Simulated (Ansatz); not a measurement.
F4Ge (SMILES [F][Ge]([F])([F])[F]), singlet, geometry from GFN2-xTB. Base run: B3LYP/3-21G (Ansatz, a program for electronic structure).

The Ansatz input:
Ansatz 0.2 input:
```yaml
crystal:
  periodic: [false, false, false]
  atoms:
    - {symbol: F, position_ang: [1.28249365, -1.06843622, -0.11172530]}
    - {symbol: Ge, position_ang: [-0.00000000, -0.00000000, -0.00000000]}
    - {symbol: F, position_ang: [0.58041552, 1.56903814, 0.00809899]}
    - {symbol: F, position_ang: [-1.01772117, -0.21135552, -1.31087792]}
    - {symbol: F, position_ang: [-0.84518800, -0.28924641, 1.41450423]}
basis:
  gaussian:
    orbitals: 3-21G.json
hamiltonian:
  xc: b3lyp
```
The basis file holds 3-21G in the JSON format of the Basis Set Exchange.

Each row names what was changed in the base input (with any setting that the change needs).

```json
[
 {"change": "base", "ΔE vs base (mEh)": "0.000"},
 {"change": "final_grid = 4, 8, 17", "ΔE vs base (mEh)": "?"},
 {"change": "fitting.mean_field = def2-universal-JKFIT", "ΔE vs base (mEh)": "?"},
 {"change": "fitting.mean_field = cc-pVTZ-JKFIT", "ΔE vs base (mEh)": "-0.458"},
 {"change": "lower_state_search = light", "ΔE vs base (mEh)": "0.000"},
 {"change": "final_grid = 10, 20, 41", "ΔE vs base (mEh)": "0.000"},
 {"change": "lower_state_search = off", "ΔE vs base (mEh)": "0.000"},
 {"change": "forces = on", "ΔE vs base (mEh)": "0.000"},
 {"change": "nuclear_model = gaussian", "ΔE vs base (mEh)": "6.797"},
 {"change": "point_charge = charge:1.0 position_ang:3.6081, -0.6018, 2.9079", "ΔE vs base (mEh)": "1.368"},
 {"change": "point_charge = charge:0.5 position_ang:0.0295, -1.379, 4.4648", "ΔE vs base (mEh)": "-1.026"}
]
```

Q: Complete the blanks.

A: 
- final_grid = 4, 8, 17, ΔE vs base (mEh): -0.379
- fitting.mean_field = def2-universal-JKFIT, ΔE vs base (mEh): -0.286
